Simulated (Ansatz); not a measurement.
Coupled-cluster diagnostics for SnSe4, Ansatz.

Geometry of the singlet (PBE-D4/def2-SVP):

```tsv
atom	x (Å)	y (Å)	z (Å)
Sn1	-0.3967	1.6179	-0.4488
Se2	-1.6780	-0.8287	-0.9551
Se3	-0.0742	0.4013	2.0610
Se4	0.2983	-1.2162	0.3374
Se5	1.8506	0.0258	-0.9945
```

In the def2 sets Sn takes a core potential; there is no spin–orbit coupling. Correlated methods freeze 40 core orbitals; core or outer-core shells of Sn, Se are correlated, in sets that lack core-valence functions. Another isomer (singlet) lies 0.51 eV lower at PBE0-D4/def2-TZVP; other spin states weren't run for this one.

Question: Estimate the CCSD(T) correlation energy, the shares of MP2 and (T), T1 and the reference's ⟨S²⟩ for: charge 0, singlet, own geometry in def2-SVP; and the rough time on 4 threads of Arm Neoverse V2 on a shared host.

Answer: 
```tsv
state	basis	correlation (eV)	MP2 share (%)	(T) share (%)	T1	⟨S²⟩ (pure)	wall time
charge 0, singlet, own geometry	def2-SVP	-28.968	96.2	3.7	0.015	0.00 (0.00)	63 s
```
Customary marks for T1 are 0.02 (closed shells), 0.045 (open shells) and about 0.05 (3d metals). T1 stays under 0.02 throughout.
